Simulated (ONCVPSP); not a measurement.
# What one change does to a pseudopotential (Cu, ONCV)

Cu, optimised norm-conserving Vanderbilt (ONCV), made with ONCVPSP 4.0.1 (PBE, scalar-relativistic). Core [Ne], reference 3s2 3p6 3d10 4s1. Waves: 3s+4s: rc 1.25 bohr, ncon 4, nbas 7, qcut 11.2 1/bohr, 2 projectors; 3p: rc 0.75 bohr, ncon 4, nbas 7, qcut 11.8 1/bohr, 2 projectors, debl 0.4 Ha; 3d: rc 1.00 bohr, ncon 4, nbas 9, qcut 17.5 1/bohr, 1 projector. Local part: polynomial inside 0.70 bohr (lpopt 5, dvloc0 -1 Ha). Core correction: Teter function, fcfact 5.75, rcfact 1.3.

In the p channel the program set the typed energies aside and used -2.651, 0.250 Ha.

Change: d: qcut 11.1.

Cutoffs: the cutoffs (Ha) at which the residual kinetic energy of the hardest occupied pseudo-wave falls to 1 and 0.1 mHa per electron; they do not see the model core or the augmentation charge, which bear on the density cutoff. Errors are all-electron minus pseudo energies relative to the spin-unpolarised reference configuration.

Question: What does the change do?

Answer: The potential gets harder (106 Ha and 232 Ha → 203 Ha and 316 Ha); of the 3 tests that both files solve, the error grows in 1 and shrinks in 2 by more than 15 % and 0.3 meV (median size 1.5 → 0.5 meV); the range in which the d phases agree narrows (upper end at the end of the scan → 3.9); neither file shows a bound ghost.

| quantity | base | changed |
| --- | --- | --- |
| cutoff, loose | 106 Ha | 203 Ha |
| cutoff, tight | 232 Ha | 316 Ha |
| loose cutoff by channel | s 37 Ha, p 72 Ha, d 106 Ha | s 37 Ha, p 72 Ha, d 203 Ha |
| bound ghosts | none | none |
| GHOST(+) flags under 300 eV | none | none |
| tests with a reliable result | 3 of 4 | 3 of 4 |
| error for 3s2 3p6 3d10 4s0, meV [ΔE 8.15 eV] | +1.5 | +0.5 |
| error for 3s2 3p6 3d9 4s0, meV [ΔE 29.48 eV] | -2.1 | -6.6 |
| error for 3s2 3p6 3d10 4s0 4p1, meV [ΔE 4.14 eV] | +0.9 | -0.4 |
| s: phases at 1.27 bohr within 0.05 rad from the reference energy up to (Ha; the scan ends near 5) | to the end of the scan | to the end of the scan |
| p: phases at 0.76 bohr within 0.05 rad from the reference energy up to (Ha; the scan ends near 5) | to the end of the scan | to the end of the scan |
| d: phases at 1.01 bohr within 0.05 rad from the reference energy up to (Ha; the scan ends near 5) | to the end of the scan | 3.9 |
| rms error of d²Exc/dni dnj with the model core, mHa | 1.59 | 1.61 |
